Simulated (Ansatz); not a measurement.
CeCl3 (SMILES [Cl][Ce]([Cl])[Cl]), doublet, geometry from GFN2-xTB (such geometries of metal compounds can be far from the true shape) (core potentials on Ce); B3LYP/def2-SVP in Ansatz (a quantum-chemistry and plane-wave program).

The Ansatz input:
Ansatz 0.2 input:
```yaml
crystal:
  periodic: [false, false, false]
  atoms:
    - {symbol: Ce, position_ang: [-0.19997989, 0.17171609, 0.49563807]}
    - {symbol: Cl, position_ang: [-1.58911817, -1.32918991, -0.90375976]}
    - {symbol: Cl, position_ang: [0.35878579, 1.86556014, -1.22465596]}
    - {symbol: Cl, position_ang: [1.91261672, -1.12222513, 0.43741526]}
basis:
  gaussian:
    orbitals: def2-SVP
hamiltonian:
  xc: b3lyp
magnetization: {spin_polarized: true, initial_magnetization: 1}
```

The log (banner, timings and long lists left out):

```
Functional definition: B3LYP
1148 factors; integrals over basis functions are off by at most 7.8e-4 eV
mean field evaluation 1: about -50476.8879 eV, gradient 5.9e1 eV
mean field evaluation 2: about -48174.7395 eV, gradient 9.9e2 eV
mean field evaluation 4: about -48786.9272 eV, gradient 8.7e2 eV
mean field evaluation 8: about -50493.1528 eV, gradient 4.2e-1 eV
mean field evaluation 16: about -50493.1672 eV, gradient 4.1e-2 eV
mean field evaluation 32: about -50493.1894 eV, gradient 7.0e-2 eV
mean field evaluation 64: about -50493.2176 eV, gradient 1.3e-1 eV
mean field -50493.22034269 eV, -1855.5916220599 hartree, gradient 2.4e-6 eV, S^2 0.751458; 3 other end points of the search recorded, 0 dependent functions left out
reference -50493.22063788 eV, -1855.5916329079 hartree; 41, 40 occupied and 91, 92 virtual orbitals, 1148 factors
Total energy: -50493.22063788 eV, -1855.5916329079 hartree
```
